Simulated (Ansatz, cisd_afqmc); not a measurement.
Species: Fe, charge 0, quintet.

Total energies in def2-QZVPP, 8 correlated electrons, 9 frozen orbitals. Open shells are spin-unrestricted; no spin-orbit coupling. Cores are frozen in correlated methods (noble-gas shells, and filled d and f shells in the p block). No relativity. The Monte Carlo rows (phaseless AFQMC, CISD trial, step 0.005/hartree) carry one-sigma bars that omit the constraint's bias. Outlying blocks are dropped, and bars are widened where a walk drifts. Over all cases where full CI ran beside it in this data, AFQMC minus full CI had a median of +0.1 mEh and passed +0.4 mEh in a tenth of the cases. The determinant of Fe ([Fe], quintet) is a saddle point of the SCF energy; a lower one exists, which strains HF and MP2. Open-shell metal atoms are single determinants of the lowest configuration found, not pure terms.

```
method         program          energy (Eh)  minus CCSDT(Q) (mEh)
----------  ----------  -------------------  --------------------
HF              Ansatz          -1262.45447                207.13
MP2             Ansatz          -1262.64403                 17.57
CCSD            Ansatz          -1262.65376                  7.85
CCSD(T)         Ansatz          -1262.66096                  0.65
CCSDT(Q)        Ansatz          -1262.66160                  0.00
AFQMC/CISD  cisd_afqmc  -1262.6604 ± 0.0003             1.2 ± 0.3
```

Ansatz is a quantum-chemistry and plane-wave program.
